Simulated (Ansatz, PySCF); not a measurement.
Al(F)(Cl)(vinyl) (C2H3AlClF), SMILES C=[CH][Al]([F])[Cl].

Geometry optimised at PBE0-D3(BJ)/def2-SVP. One conformer was computed; it need not be the lowest.

Vertical ionisation energy (IE) and electron affinity (EA) in eV. Rows of orbital energies are one-electron estimates. Where ΔSCF, EOM or ADC give a negative EA the extra electron is unbound and the value depends on the basis.

```tsv
level	IE	EA
−ε(HOMO), −ε(LUMO), B3LYP/def2-TZVP (PySCF)	8.28	1.73
−ε(HOMO), −ε(LUMO), PBE/def2-TZVP (PySCF)	___	___
ΔSCF, CAM-B3LYP/def2-SVPD (Ansatz), final states of multiplicity 2 and 2	10.90	-0.19
ΔSCF, PBE/def2-SVPD (Ansatz), final states of multiplicity 2 and 2	10.61	-0.03
```

Problem. Fill in the missing entries. (Estimate from the structure and the level; the computed values follow.)

Solution. 
- −ε(HOMO), −ε(LUMO), PBE/def2-TZVP (PySCF), IE: 7.42
- −ε(HOMO), −ε(LUMO), PBE/def2-TZVP (PySCF), EA: 2.42

Problem. What vertical singlet–triplet gap does ΔSCF give with CAM-B3LYP/def2-SVPD (Ansatz, an electronic-structure program) and with PBE/def2-SVPD (Ansatz)? (Estimate from the structure and the level; the computed values follow.)

Solution. 4.05 and 4.11 eV (triplet above singlet where positive).
